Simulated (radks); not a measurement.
W2+, configuration [Kr] 4d10 4f14 5s2 5p5 5d4 6s1 (not the ground configuration). All-electron calculation, scalar-relativistic Kohn-Sham, LDA (Slater exchange, Perdew-Zunger correlation), spin-polarised, spherical densities, finite nucleus; open shells are filled with parallel spins first (spin-orbit coupling, left out, can overturn this in heavy ions); Fermi nuclear charge, rms radius 5.3658 fm. Program: a radial shooting solver on a logarithmic mesh with Libxc functionals.

Normalised radial functions P(r) = r R(r), r in bohr:

```
   r/bohr * 5p up, o 6s up (the largest magnitude, 1.05, reaches the edge; | marks zero, & curves that meet)
 0.001442                             *o
 0.001679                             *o
 0.001939                             *o
 0.002257                             *o
 0.002627                             *o
 0.003059                             *o
 0.003561                             * o
 0.004112                             * o
 0.004787                             |*o
 0.005573                             |*o
 0.006488                             |*o
 0.007493                             |*o
 0.008723                             | &
  0.01016                             | &
  0.01182                             | &
  0.01376                             |o *
  0.01589                             |o *
   0.0185                             |o  *
  0.02154                             o    *
  0.02508                            o|     *
  0.02896                            o|     *
  0.03372                           o |      *
  0.03925                          o  |      *
  0.04569                          o  |     *
   0.0532                          o  |     *
  0.06143                          o  |   *
  0.07152                           o | *
  0.08326                            *o
  0.09693                         *   |o
   0.1119                      *      |  o
   0.1303                    *        |   o
   0.1517                    *        |   o
   0.1766                     *       |  o
   0.2056                         *   | o
   0.2375                            o|*
   0.2764                         o   |      *
   0.3218                       o     |           *
   0.3746                       o     |             *
   0.4327                         o   |           *
   0.5037                            o|      *
   0.5864                           * |   o
   0.6826                  *          |       o
   0.7947          *                  |         o
   0.9178    *                        |        o
    1.068  *                          |     o
    1.244   *                         |o
    1.448       *               o     |
    1.672            *    o           |
    1.947             o    *          |
    2.266          o           *      |
    2.639           o             *   |
    3.072             o             * |
    3.547                 o          *|
     4.13                     o       *
    4.808                        o    *
    5.597                           o *
    6.464                            o*
    7.525                             &
     8.76                             &
```

5p up: eigenvalue -65.466 eV, 3 radial nodes at r = 0.0790, 0.230, 0.572 bohr, <r> = 1.23 bohr, 90 % of the charge inside 1.80 bohr. 6s up: eigenvalue -22.160 eV, 5 radial nodes at r = 0.0218, 0.0871, 0.225, 0.517, 1.26 bohr, <r> = 2.64 bohr, 90 % of the charge inside 3.78 bohr.
